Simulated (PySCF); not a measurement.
# Shifts of the heteroatoms

Cartesian coordinates in Å; atom numbers follow the order of the lines, from 1:
```xyz
21

C    -2.3492   -0.9372    0.1998
C    -1.2012   -0.3569    1.0309
C    -0.4515    0.6739    0.2595
C    -0.6719    2.0363    0.1793
C     0.2940    2.4763   -0.7304
F     0.4848    3.7288   -1.1384
N     1.0410    1.4917   -1.1799
N     0.5727    0.3962   -0.5779
C     1.2336   -0.8601   -0.8153
C     2.3784   -1.0807    0.1709
H    -3.0365   -0.1479   -0.0936
H    -2.8968   -1.6769    0.7785
H    -1.9722   -1.4120   -0.7034
H    -0.5322   -1.1600    1.3448
H    -1.6095    0.1125    1.9274
H    -1.4055    2.6216    0.6919
H     1.6262   -0.8203   -1.8333
H     0.5033   -1.6689   -0.7453
H     2.0081   -1.1067    1.1931
H     2.8772   -2.0216   -0.0439
H     3.0983   -0.2712    0.0849
```

Computed data (PySCF): PBE0/pcSseg-1 with gauge-including orbitals, coordinates at the GFN2-xTB level. One computed conformer, relativity neglected, averaged over atoms made equivalent by symmetry, fast rotation or ring inversion, no solvent.

Task: Where does $^{19}$F resonate?

Result: 
| atoms | environment | σ (ppm) | δ (ppm) |
| --- | --- | --- | --- |
| F6 | aryl fluorine | 312.7 | -136.2 |

Shieldings were converted by a linear fit to measured shifts: $^{19}$F (scatter 6.0 ppm rms, 7.0 ppm with the 5 outliers that the fit left out vs CFCl3, solution or neat liquid, with a term for F on sp3 carbon). Occasional misses reach two or three times the rms, and more in compound classes unlike the fitted ones.

On a 300 MHz spectrometer $^{19}$F resonates near 282.3 MHz, so 1 ppm is 282.3 Hz.

Task: Where does $^{15}$N resonate?

Result: 
```csv
atoms,environment,σ (ppm),δ (ppm)
N7,pyridine-type nitrogen of an azole,-40.6,-110.6
N8,pyrrole-type ring nitrogen,53.8,-197.7
```

Shieldings were converted by a linear fit to measured shifts: $^{15}$N: δ = -148.07 − 0.921σ (rms 6.3 ppm, 71 shifts vs CH3NO2, solution or neat liquid). A few per cent of atoms miss by over 2 rms, more outside the fitted compound classes.

On a 500 MHz spectrometer $^{15}$N resonates near 50.7 MHz, so 1 ppm is 50.7 Hz.
